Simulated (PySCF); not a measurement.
Gas-phase reaction: 2 InH3 + 3 F2 → 2 InF3 + 3 H2, at 500 K and a standard pressure of 1 bar. Level: PBE/def2-TZVP†.

Energies from PySCF, thermal terms from the rigid-rotor harmonic-oscillator model, ideal gas at 1 bar. † marks an energy on the PBE0/def2-TZVP geometry and frequencies. All species are closed-shell singlets. In: scalar-relativistic def2 core potential, no spin-orbit coupling. InH3: computed as isolated molecules; such fragments, hydroxides, amides, oligomers or adducts are transient or little studied in the gas. The harmonic model lacks anharmonicity and excited electronic states, which grow with temperature; levels with a mode under 35 cm⁻¹ are left out.

```csv
species,E (Ha),H(500 K) − E (kJ/mol),S°(500 K) (J/mol/K)
InH3,-191.88133,65.2,255.5
F2,-199.42211,21.7,218.2
InF3,-489.60318,44.9,348.0
H2,-1.16600,40.9,145.5
```
E: electronic energy; H − E holds the zero-point and thermal terms. 1 Ha = 2625.5 kJ/mol.

**Question.** Work out ΔH°, ΔS°, ΔG° and log10 K from these numbers.

**Answer.** 1. ΔE = 2×(-489.60318) + 3×(-1.16600) − 2×(-191.88133) − 3×(-199.42211) = -0.67537 Ha = -1773.2 kJ.
2. Δ(H − E) = 2×(44.9) + 3×(40.9) − 2×(65.2) − 3×(21.7) = 17.0 kJ, so ΔH° = -1756.2 kJ.
3. ΔS° = 2×(348.0) + 3×(145.5) − 2×(255.5) − 3×(218.2) = -33.1 J/K; the number of gas molecules stays the same.
4. ΔG° = ΔH° − TΔS° = -1756.2 − 500×(-33.1)/1000 = -1739.7 kJ.
5. log10 K = −ΔG°/(RT ln 10) = 181.79, with RT ln 10 = 9.57 kJ/mol; at standard pressures the products are favoured.
6. A shift of 10 kJ in ΔE would move log10 K by 1.04 here.
For scale, ΔH°(298 K) is -1764 kJ at this level, -1826 kJ at ωB97M-V/def2-TZVP†, and runs from -1950 to -1554 kJ over the 18 levels computed.
